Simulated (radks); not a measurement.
Results of a calculation; reference values are marked as such.
Problem. The mean radii <r> (bohr) of the occupied orbitals of an atom or ion are listed with their occupations. Level of theory: scalar-relativistic Kohn-Sham, r2SCAN, spin-polarised, spherical densities, finite nucleus; meta-GGA in the generalised Kohn-Sham scheme; Fermi nuclear charge, rms radius of each element as measured or else 0.836 A^(1/3) + 0.57 fm (a radial shooting solver on a logarithmic mesh with Libxc functionals).

orbital  occ.      <r>
1s          2  0.03917
2s          2   0.1723
2p          6   0.1504
3s          2   0.4909
3p          6   0.4977
3d         10   0.4982
4s          2    1.357
4p          6    1.545

Name the element and its charge. Open shells, if any, are filled with parallel spins first.

Solution. Z = 38, strontium, charge +2: Sr2+ in [Kr]. The 1s radius gives Z: for a bare nucleus <r> = (2 gamma + 1)/(2Z) with gamma = sqrt(1 - (Z/c)^2), 0.03844 bohr for Z = 38, and screening makes it slightly larger (0.03917 here). The occupations add up to 36, and the charge is Z minus that.
